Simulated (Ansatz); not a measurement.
A nudged elastic band was laid between two geometries of GeH4 + H2O (8 atoms, charge 0, multiplicity 1).

The calculation used RKS B3LYP/def2-SVP (Ansatz 0.2.0).

```
movable images  : 7
climbing image  : yes
spring          : 5.0 eV/Å²
optimiser       : quadratic models (default)
start path      : through a guess of the saddle point
force threshold : 0.05 eV/Å
iteration limit : 60
end points      : relaxed
```

Initial state:

```xyz
8
Properties=species:S:1:pos:R:3
Ge 0.409 0.029 -0.159
H 0.372 -0.141 1.373
H 1.887 -0.017 -0.609
H -0.201 1.378 -0.563
H -0.342 -1.135 -0.830
O -2.662 0.019 0.957
H -2.644 -0.946 0.885
H -2.284 0.182 1.832
```

Final state:

```xyz
8
Properties=species:S:1:pos:R:3
Ge -0.134 -0.074 -0.848
H -1.472 0.512 3.515
H 1.212 -0.632 -0.331
H -0.061 1.443 -1.072
H -0.541 -0.811 -2.145
O -1.416 -0.271 0.396
H -1.594 -1.196 0.612
H -1.458 0.399 2.761
```

(1) Which bonds break or form, and what moves?

(2) Give the energies along the band, and the barrier.

(3) What is the geometry of the highest image?

The band took 24 iterations and roughly 6 core-minutes.

## Answers

(1) Bonds broken: Ge1–H2, O6–H8. Bonds formed: Ge1–O6, H2–H8. GeH4 + H2O becomes GeH4O + H2.

(2) It converged. The highest image is number 3 of 0 to 8, 46.3 kcal/mol above the first end and 44.7 kcal/mol above the last; the last end lies 1.6 kcal/mol above the first. Neighbouring images differ by up to 1.5 eV, so the band resolves the path poorly. A vibrational analysis at the climbing image gives one clearly imaginary mode, 1399i cm⁻¹: a first-order saddle point. The orbitals stay closed-shell, which can raise the energy where a bond breaks towards radicals; this wasn't checked here.

| image | path coordinate (Å) | energy (kcal/mol) | Ge1–H2 (Å) | O6–H8 (Å) | Ge1–O6 (Å) |
| --- | --- | --- | --- | --- | --- |
| 0 | 0.00 | 0.0 | 1.54 | 0.97 | 3.27 |
| 1 | 0.99 | 1.5 | 1.54 | 0.97 | 3.30 |
| 2 | 1.98 | 12.6 | 1.57 | 0.97 | 2.79 |
| 3 | 2.97 | 46.3 | 1.93 | 1.17 | 2.04 |
| 4 | 3.71 | 15.2 | 2.44 | 1.76 | 1.84 |
| 5 | 4.45 | 3.6 | 3.10 | 2.22 | 1.80 |
| 6 | 5.19 | 2.1 | 3.76 | 2.42 | 1.80 |
| 7 | 5.92 | 1.7 | 4.22 | 2.45 | 1.80 |
| 8 | 6.66 | 1.6 | 4.60 | 2.46 | 1.80 |

(3) 
```xyz
8
Properties=species:S:1:pos:R:3:forces:R:3
Ge -0.199 0.049 -0.201 0.01 0.00 0.02
H -0.246 0.684 1.623 -0.01 0.01 -0.01
H 1.122 -0.645 0.188 0.01 0.00 -0.01
H -0.083 1.498 -0.699 0.00 0.00 0.00
H -0.775 -0.795 -1.383 0.00 0.00 0.00
O -1.926 -0.331 0.814 0.01 0.00 0.02
H -2.153 -1.266 0.966 -0.01 0.00 -0.01
H -1.207 0.177 1.579 0.00 -0.01 -0.01
```

Time of the run: 5.6 min on 1 thread of Arm Neoverse V2, on a shared host, peak memory 0.17 GiB.
